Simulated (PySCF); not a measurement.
# Ionisation energy of Ru by level of theory

Ru [Kr] 4d7 5s1 (5F) → Ru⁺ [Kr] 4d7 (4F), as a difference of total energies. Calculation: PySCF 2.14, in x2c-TZVPPall (8s6p6d2f1g, 79 functions); scalar relativity by spin-free X2C-1e. Correlated levels: valence and next inner shell: [Ar] 3d10 frozen. The calculations carry no spin-orbit coupling.

| method | ionisation energy (eV) |
| --- | --- |
| UHF | 6.297 |
| MP2 (valence and next inner shell) | 7.314 |
| SCS-MP2 (valence and next inner shell) | 7.035 |
| CCSD (valence and next inner shell) | 7.157 |
| CCSD(T) (valence and next inner shell) | 7.238 |

How much does correlation contribute at CCSD(T) (valence and next inner shell)?

7.238 − (6.297) = 0.941 eV, measured against UHF.

Errors of the correlated levels include the incompleteness of this basis and the frozen core.

For comparison: 7.365 eV (measured; NIST levels, between the centres of gravity of the two terms).
